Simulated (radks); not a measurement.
Problem. Species: Kr XIV. Configuration: [Ne] 3s2 3p5 3d6 (not the ground configuration). Calculated with a radial shooting solver on a logarithmic mesh with Libxc functionals: scalar-relativistic Kohn-Sham, PBEsol, spin-polarised, spherical densities, finite nucleus; open shells are filled with parallel spins first; Fermi nuclear charge, rms radius 4.1884 fm. Some entries of the table are withheld. Estimate them.

orbital,occ.,eigenvalue (hartree),<r^2> (bohr^2),<1/r> (bohr^-1)
1s up,1,-534.0741,0.002321,36.74
1s down,1,-534.0344,0.002320,36.75
2s up,1,-82.48075,0.03959,8.172
2s down,1,-82.22928,0.03944,8.188
2p up,3,-74.59980,0.03124,7.992
2p down,3,-74.39135,0.03110,8.005
3s up,1,-22.18130,0.2853,2.883
3s down,1,-21.77058,0.2883,2.862
3p up,3,-19.63394,0.2878,2.761
3p down,2,-19.22058,0.2917,2.739
3d up,5,(1),0.2633,(2)
3d down,1,(3),0.2693,(4)

Solution. 
(1) 3d up eigenvalue (hartree): -15.54969
(2) 3d up <1/r> (bohr^-1): 2.571
(3) 3d down eigenvalue (hartree): -15.11085
(4) 3d down <1/r> (bohr^-1): 2.553
